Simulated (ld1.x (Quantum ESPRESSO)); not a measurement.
## What the settings do to the ultrasoft potential of ruthenium (Ru)

Base potential:

- Element: Ru (Z = 44)
- Generator: ld1.x (Quantum ESPRESSO) 7.5
- Type: ultrasoft
- Functional: LDA (PZ)
- Relativity: fully relativistic
- Frozen core: [Kr]
- Valence charge: 8
- Reference configuration: 4d8 5s0 5p0
- Partial waves: 5s (bound, empty): rcut 1.85, rcutus 2.40 bohr; 5s channel at 0.85 Ry: rcut 1.85, rcutus 2.40 bohr; 5p (bound, empty): rcut 2.70, rcutus 3.10 bohr; 5p channel at 0.95 Ry: rcut 2.70, rcutus 3.10 bohr; 4d (bound): rcut 1.90, rcutus 2.50 bohr; 4d channel at 0.75 Ry: rcut 1.90, rcutus 2.50 bohr
- Local potential: all-electron potential smoothed inside 2.65 bohr (lloc = -2)
- Core correction: Bessel-smoothed model core inside 2.35 bohr
- Augmentation charge: PSQ, inside the norm-conserving radii

Open shells are filled in proportion to 2j + 1 (rel_dist='average').

All-electron outer shells of the reference configuration (LDA (PZ), scalar-relativistic, ld1.x):

```tsv
shell	level (eV)	outermost node (bohr)	outermost maximum (bohr)
4s	-73.72	0.48	0.91
4p	-43.91	0.49	0.98
5s	-3.69	1.24	2.80
4d	-3.39	0.48	1.23
5p	-0.60	1.42	4.17
```

Cutoffs, loose and tight: the cutoffs (Ry, on a coarse ladder) from which the occupation-weighted sum of valence levels, in a spherical-Bessel basis at the reference potential, stays within 10 and 1 mRy of its value at 400 Ry. They do not see the model core or the augmentation charge, which bear on the density cutoff. Test errors are all-electron minus pseudo excitation energies from the reference, over the configurations 4d7 5s1 5p0; 4d7 5s0 5p0; 4d6 5s0 5p0; 4d6 5s1 5p1; 4d7 5s0 5p1; 4d4 5s0 5p0; 4d7 5s0.5 5p0. A dash means not determined; rows that change the core or the reference have their own tests. The largest error is taken over the tests solved by every variant that gives reliable tests at all: 4d6 5s0 5p0; 4d7 5s0 5p0; 4d7 5s0 5p1.

Cutoffs are not given where the Bessel-basis levels miss the radial ones by over 6 mRy, ghosts where they miss by over 20 mRy; a channel whose overlap is not positive is not tested.

A file whose overlap is not positive is unfit for use, and its test errors describe a broken file.

```tsv
change	outcome	cutoff, loose	cutoff, tight	bound ghosts	largest test error (meV)
base	generated, overlap not positive	–	–	not determined (overlap not positive)	-80
functional PBE	generated, overlap not positive	–	–	not determined (overlap not positive)	test run stopped at test 1 of 7 (negative rho)
type PAW; local potential all-electron potential smoothed inside 2.00 bohr (lloc = -1); augmentation PSQ, radius 1.65 bohr	failed: new_paw_hamiltonian: negative rho	–	–	–	–
core [Ar] 3d10, valence charge 16; reference 4s2 4p6 4d7 5s0 5p1; waves now 4s (bound): rcut 1.30, rcutus 1.45 bohr; 5s (bound): rcut 1.30, rcutus 1.45 bohr; 4p (bound): rcut 1.50, rcutus 1.65 bohr; 5p (bound): rcut 1.50, rcutus 1.65 bohr; 4d (bound): rcut 1.15, rcutus 1.35 bohr; 4d channel at 0.75 Ry: rcut 1.15, rcutus 1.35 bohr; local potential all-electron potential smoothed inside 1.05 bohr (lloc = -1); core correction Bessel-smoothed model core inside 0.85 bohr	generated, overlap not positive	–	–	not determined (overlap not positive)	-42
waves 5p (bound): rcut 2.70, rcutus 4.14 bohr; 5p channel at 0.95 Ry: rcut 2.70, rcutus 4.14 bohr	generated, overlap not positive	–	–	not determined (overlap not positive)	-80
scalar-relativistic	generated, overlap not positive	–	–	not determined (overlap not positive)	-80
```

(1) What comes out with this change to the base: reference 4d7 5s0 5p0?

Answers

(1) outcome: generated; cutoff, loose: 18 Ry; cutoff, tight: 30 Ry; bound ghosts: none; largest test error (meV): test run stopped at test 1 of 7 (negative rho).
